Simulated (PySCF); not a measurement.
CHS, SMILES [C]S (connectivity only; charge and spin as stated), neutral, multiplicity 2. Atoms are numbered in the order given.

```xyz
3

S     -0.0960    -0.4070     0.0000
C      0.0549     1.2277     0.0000
H      1.2063    -0.8537     0.0000
```
Charge 0, spin multiplicity 2.

Geometry: B3LYP-D3(BJ)/def2-TZVPD.

Two levels are set side by side: PBE/pcH-1 (PySCF) and B3LYP/pcH-1 (PySCF). Contact hyperfine couplings, same geometry. Differences are taken from unrounded values.

```
quantity                      B3LYP    PBE  PBE minus B3LYP
----------------------------  -----  -----  ---------------
A(iso) of 33S, atom S1 (MHz)   46.5   52.4              6.0
A(iso) of 13C, atom C2 (MHz)   55.3   29.6            -25.8
A(iso) of 1H, atom H3 (MHz)   291.6  295.1              3.5
```

Rough cost on one machine, each run with all the roots and properties that it gave: B3LYP against PBE within a factor of 2.
